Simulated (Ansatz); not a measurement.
Calculated with Ansatz (gas phase, PBE0-D4/def2-TZVP geometries, no zero-point term in ΔE). CCSD(T)/CBS is the MP2 limit (def2-TZVPP, def2-QZVPP) plus CCSD(T) − MP2 in def2-TZVPP, frozen cores. This one scheme is used for every species. Functionals use def2-TZVPP. One conformer a species, not always the lowest.

Consider the formal exchange of groups at the Si–Si bond: `B[SiH2][SiH2][SiH3]` + `C=C[SiH3]` → `[SiH3]/C=C/[SiH3]` + `B[SiH2][SiH3]`.

`B[SiH2][SiH2][SiH3]`:

```xyz
13

B     1.257   -1.877   -0.200
Si   -0.230   -1.399    1.031
Si   -1.276    0.371   -0.122
Si    0.264    2.084   -0.523
H     2.302   -1.298   -0.149
H     1.099   -2.671   -1.079
H     0.208   -0.852    2.346
H    -1.237   -2.472    1.258
H    -1.814   -0.123   -1.421
H    -2.417    0.883    0.688
H     1.358    1.566   -1.390
H     0.858    2.543    0.761
H    -0.372    3.246   -1.200
```

`C=C[SiH3]`:

Cartesian coordinates in Å:
```
C 0.187 -1.265 0.866
C -0.283 -0.640 -0.210
Si -0.015 1.172 -0.530
H 0.761 -0.741 1.626
H 0.022 -2.325 1.039
H -0.851 -1.222 -0.934
H 0.715 1.381 -1.811
H 0.778 1.749 0.588
H -1.315 1.890 -0.634
```

`[SiH3]/C=C/[SiH3]`:

Z-matrix (Å, degrees):
```
Si
C 1 1.864
H 1 1.488 2 110.6
H 1 1.486 2 108.8 3 120.4
H 1 1.488 2 110.6 3 -119.2
C 2 1.337 1 123.6 3 -120.6
H 2 1.091 1 118.1 3 59.4
Si 6 1.864 2 123.6 1 -180.0
H 6 1.091 2 118.3 1 0.0
H 8 1.488 6 110.6 2 -120.5
H 8 1.488 6 110.6 2 120.3
H 8 1.486 6 108.8 2 -0.1
```

`B[SiH2][SiH3]`:

Cartesian coordinates in Å:
```
B -0.003 1.714 -0.819
Si 0.080 0.598 0.825
Si -0.054 -1.595 -0.023
H 0.988 1.980 -1.432
H -1.054 2.050 -1.279
H -1.063 0.781 1.762
H 1.356 0.700 1.587
H 1.098 -1.876 -0.921
H -1.311 -1.778 -0.797
H -0.037 -2.575 1.096
```

Task: Is it downhill or uphill in electronic energy at CCSD(T)/CBS, and by how much? (Best estimate.)

Result: Ansatz gave: Uphill: ΔE = +10.1 kJ/mol.

Task: What do these levels give: r2SCAN-D4, r2SCANh-D4, r2SCAN0-D4, ωB97X-V, BLYP, r2SCAN, PBE0, r2SCAN0, BHLYP, MP2/def2-TZVPP, MP2/CBS(def2), CCSD/CBS(def2)? (Estimate.)

Result: The calculation gave: r2SCAN-D4 13.7, r2SCANh-D4 13.7, r2SCAN0-D4 13.5, ωB97X-V 10.7, BLYP 7.6, r2SCAN 13.2, PBE0 16.8, r2SCAN0 12.9, BHLYP 4.6, MP2/def2-TZVPP 4.6, MP2/CBS(def2) 5.3, CCSD/CBS(def2) 9.1 kJ/mol.

Task: What do rigid-rotor, harmonic-oscillator terms from PBE0-D4/def2-TZVP frequencies (298.15 K, 1 bar) make of the CCSD(T)/CBS value? (An estimate is asked.)

Result: Ansatz gave: ΔZPE = -5.7 kJ/mol, ΔH = +3.9 kJ/mol, ΔS = -13 J/(mol·K), ΔG = +7.8 kJ/mol. Modes under 50 cm⁻¹ make the entropy rough.

Largest T1 diagnostic among the species: 0.014.

From BLYP to BHLYP (50 % exact exchange), in def2-TZVPP and without D4, ΔE moves by −3.0 kJ/mol. In def2-TZVPP, CCSD(T) changes the Hartree–Fock value by +9.5 kJ/mol (the triples alone add +1.0 kJ/mol) and MP2 by +4.7 kJ/mol.
